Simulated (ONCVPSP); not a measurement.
Sm: ONCV pseudisation with PBE, scalar-relativistic reference atom.

```json
{
  "Element": "Sm (Z = 62)",
  "Generator": "ONCVPSP 4.0.1",
  "Type": "optimised norm-conserving Vanderbilt (ONCV)",
  "Functional": "PBE",
  "Relativity": "scalar-relativistic",
  "Frozen core": "[Kr] 4d10 5s2",
  "Valence charge": "14",
  "Reference configuration": "4f6 5p6 6s2",
  "Partial waves": "6s: rc 3.25 bohr, ncon 5, nbas 10, qcut 1.8 1/bohr, 1 projector; 5p: rc 2.30 bohr, ncon 4, nbas 8, qcut 5.9 1/bohr, 1 projector; d scattering state at 0.05 Ha: rc 2.75 bohr, ncon 4, nbas 8, qcut 4.1 1/bohr, 2 projectors, debl 3.9 Ha; 4f: rc 1.60 bohr, ncon 5, nbas 9, qcut 9.7 1/bohr, 2 projectors, debl 2.5 Ha",
  "Local potential": "polynomial inside 1.50 bohr (lpopt 5, dvloc0 2 Ha)",
  "Core correction": "none"
}
```

* Cutoffs needed: 57 Ha and 128 Ha (the cutoffs (Ha) at which the residual kinetic energy of the hardest occupied pseudo-wave falls to 1 and 0.1 mHa per electron)
* Ghost test: ghosts flagged at negative energy: s at -97.5 eV; no localised positive-energy state flagged; a true bound ghost makes a file unfit for plane-wave use
* Configuration tests: tests left out (the all-electron energies of this program are off by 10 to 40 meV for near-neutral 4f atoms)
